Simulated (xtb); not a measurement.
Input file for xtb: GFN2-xTB on GeH3NO (SMILES [NH2][Ge][OH]), a point of a torsion scan.

```
$ xtb mol.xyz --gfn 2 --sp --chrg 0 --uhf 0
6

N     -1.05365064    -0.07272196     0.17399669
Ge     0.36383273    -1.05633706     0.77513902
O      1.63049829    -0.29662558    -0.24316237
H     -1.99194883    -0.12521447     0.53836937
H     -1.00351841     0.65235900    -0.52653380
H      1.92405704    -0.54977600    -1.11147469
```

It printed:

```
[...]
           -------------------------------------------------
          |                Calculation Setup                |
           -------------------------------------------------



           -------------------------------------------------
          |                 G F N 2 - x T B                 |
           -------------------------------------------------

        Reference                      10.1021/acs.jctc.8b01176
      * Hamiltonian:
        H0-scaling (s, p, d)           1.850000    2.230000    2.230000
        zeta-weighting                 0.500000
      * Dispersion:
        s8                             2.700000
        a1                             0.520000
        a2                             5.000000
        s9                             5.000000
      * Repulsion:
        kExp                           1.500000    1.000000
        rExp                           1.000000
      * Coulomb:
        alpha                          2.000000
        third order                    shell-resolved
        anisotropic                    true
        a3                             3.000000
        a5                             4.000000
        cn-shift                       1.200000
        cn-exp                         4.000000
        max-rad                        5.000000


          ...................................................
          :                      SETUP                      :
          :.................................................:
          :  # basis functions                  21          :
          :  # atomic orbitals                  20          :
          :  # shells                           10          :
          :  # electrons                        18          :
          :  max. iterations                   250          :
          :  Hamiltonian                  GFN2-xTB          :
          :  restarted?                      false          :
          :  GBSA solvation                  false          :
          :  PC potential                    false          :
          :  electronic temp.          300.0000000     K    :
          :  accuracy                    1.0000000          :
          :  -> integral cutoff          0.2500000E+02      :
          :  -> integral neglect         0.1000000E-07      :
          :  -> SCF convergence          0.1000000E-05 Eh   :
          :  -> wf. convergence          0.1000000E-03 e    :
          :  Broyden damping             0.4000000          :
          :  net charge                          0          :
          :  unpaired electrons                  0          :
          ...................................................

 iter      E             dE          RMSdq      gap      omega  full diag
   1     -9.2721138 -0.927211E+01  0.138E+01    2.39       0.0  T
   2    -10.0410940 -0.768980E+00  0.165E+01    4.98       1.0  T
   3    -10.4033781 -0.362284E+00  0.873E+00    5.32       1.0  T
   4    -10.4832710 -0.798929E-01  0.658E+00    5.19       1.0  T
   5    -10.5618178 -0.785469E-01  0.197E+00    4.84       1.0  T
   6    -10.5519799  0.983790E-02  0.250E+00    3.84       1.0  T
   7    -10.5680092 -0.160292E-01  0.712E-01    4.62       1.0  T
   8    -10.5692675 -0.125835E-02  0.168E-01    4.40       1.0  T
   9    -10.5692756 -0.808641E-05  0.343E-02    4.44       1.2  T
  10    -10.5692795 -0.386449E-05  0.115E-02    4.42       3.6  T
  11    -10.5692795  0.215190E-07  0.606E-03    4.42       6.7  T
  12    -10.5692795 -0.672349E-07  0.257E-03    4.42      15.9  T
  13    -10.5692795 -0.175055E-07  0.584E-04    4.42      69.9  T
  14    -10.5692795 -0.933145E-09  0.700E-05    4.42     583.6  T

   *** convergence criteria satisfied after 14 iterations ***

         #    Occupation            Energy/Eh            Energy/eV
      -------------------------------------------------------------
         1        2.0000           -0.6528476             -17.7649
       ...           ...                  ...                  ...
         3        2.0000           -0.5694718             -15.4961
         4        2.0000           -0.5110058             -13.9052
         5        2.0000           -0.4943635             -13.4523
         6        2.0000           -0.4478813             -12.1875
         7        2.0000           -0.4260928             -11.5946
         8        2.0000           -0.3873845             -10.5413
         9        2.0000           -0.3749021             -10.2016 (HOMO)
        10                         -0.2122866              -5.7766 (LUMO)
        11                         -0.1025716              -2.7911
        12                         -0.0765266              -2.0824
        13                          0.0697954               1.8992
        14                          0.0831146               2.2617
       ...                                ...                  ...
        20                          0.7915993              21.5405
      -------------------------------------------------------------
                  HL-Gap            0.1626154 Eh            4.4250 eV
             Fermi-level           -0.2935943 Eh           -7.9891 eV

 SCC (total)                   0 d,  0 h,  0 min,  0.003 sec
 SCC setup                      ...        0 min,  0.000 sec (  1.967%)
 Dispersion                     ...        0 min,  0.000 sec (  6.481%)
 classical contributions        ...        0 min,  0.000 sec (  1.280%)
 integral evaluation            ...        0 min,  0.000 sec ( 10.423%)
 iterations                     ...        0 min,  0.002 sec ( 58.800%)
 molecular gradient             ...        0 min,  0.001 sec ( 19.071%)
 printout                       ...        0 min,  0.000 sec (  1.750%)

         :::::::::::::::::::::::::::::::::::::::::::::::::::::
         ::                     SUMMARY                     ::
         :::::::::::::::::::::::::::::::::::::::::::::::::::::
         :: total energy             -10.503565808200 Eh    ::
         :: gradient norm              0.000943382505 Eh/a0 ::
         :: HOMO-LUMO gap              4.424991580915 eV    ::
         ::.................................................::
         :: SCC energy               -10.569279464449 Eh    ::
         :: -> isotropic ES            0.028754179162 Eh    ::
         :: -> anisotropic ES          0.001605775219 Eh    ::
         :: -> anisotropic XC          0.001450568935 Eh    ::
         :: -> dispersion             -0.002313235592 Eh    ::
         :: repulsion energy           0.065713656249 Eh    ::
         :: add. restraining           0.000000000000 Eh    ::
         :: total charge              -0.000000000000 e     ::
         :::::::::::::::::::::::::::::::::::::::::::::::::::::

           -------------------------------------------------
          |                Property Printout                |
           -------------------------------------------------

    * Orbital Energies and Occupations

         #    Occupation            Energy/Eh            Energy/eV
      -------------------------------------------------------------
         1        2.0000           -0.6528476             -17.7649
         2        2.0000           -0.6125913             -16.6695
         3        2.0000           -0.5694718             -15.4961
         4        2.0000           -0.5110058             -13.9052
         5        2.0000           -0.4943635             -13.4523
         6        2.0000           -0.4478813             -12.1875
         7        2.0000           -0.4260928             -11.5946
         8        2.0000           -0.3873845             -10.5413
         9        2.0000           -0.3749021             -10.2016 (HOMO)
        10                         -0.2122866              -5.7766 (LUMO)
Note: The following floating-point exceptions are signalling: IEEE_UNDERFLOW_FLAG IEEE_DENORMAL
normal termination of xtb
        11                         -0.1025716              -2.7911
        12                         -0.0765266              -2.0824
        13                          0.0697954               1.8992
        14                          0.0831146               2.2617
        15                          0.0867857               2.3616
        16                          0.1630616               4.4371
        17                          0.1840946               5.0095
        18                          0.2594484               7.0600
        19                          0.4218962              11.4804
        20                          0.7915993              21.5405
      -------------------------------------------------------------
                  HL-Gap            0.1626154 Eh            4.4250 eV
             Fermi-level           -0.2935943 Eh           -7.9891 eV

     #   Z          covCN         q      C6AA      α(0)
     1   7 N        2.553    -0.412    30.731     8.233
     2  32 Ge       1.610     0.340   249.189    33.040
     3   8 O        1.583    -0.529    23.573     6.552
     4   1 H        0.860     0.147     1.425     1.870
     5   1 H        0.860     0.163     1.317     1.797
     6   1 H        0.806     0.292     0.746     1.356

 Mol. C6AA /au·bohr⁶  :        836.610647
 Mol. C8AA /au·bohr⁸  :      43173.655908
 Mol. α(0) /au        :         52.848346


Wiberg/Mayer (AO) data.
largest (>0.10) Wiberg bond orders for each atom

 ---------------------------------------------------------------------------
     #   Z sym  total        # sym  WBO       # sym  WBO       # sym  WBO
 ---------------------------------------------------------------------------
     1   7 N    3.252 --     2 Ge   1.322     4 H    0.956     5 H    0.943
     2  32 Ge   2.614 --     1 N    1.322     3 O    1.213
     3   8 O    2.126 --     2 Ge   1.213     6 H    0.877
     4   1 H    0.979 --     1 N    0.956
     5   1 H    0.973 --     1 N    0.943
     6   1 H    0.915 --     3 O    0.877
 ---------------------------------------------------------------------------

Topologies differ in total number of bonds
Writing topology from bond orders to xtbtopo.mol

molecular dipole:
                 x           y           z       tot (Debye)
 q only:       -0.376      -0.462      -0.021
   full:       -0.473      -0.343      -0.217       1.585
molecular quadrupole (traceless):
                xx          xy          yy          xz          yz          zz
 q only:       -1.936      -1.527       0.651      -1.683      -1.064       1.285
  q+dip:       -1.040      -2.289      -0.058      -2.281      -0.889       1.098
   full:       -1.517      -1.915      -0.135      -2.369       0.594       1.651


           -------------------------------------------------
          | TOTAL ENERGY              -10.503565808200 Eh   |
          | GRADIENT NORM               0.000943382505 Eh/α |
          | HOMO-LUMO GAP               4.424991580915 eV   |
           -------------------------------------------------

------------------------------------------------------------------------
------------------------------------------------------------------------
 total:
 SCF:
```

The run finished.

Cost: around 0.03 core-seconds (rough).
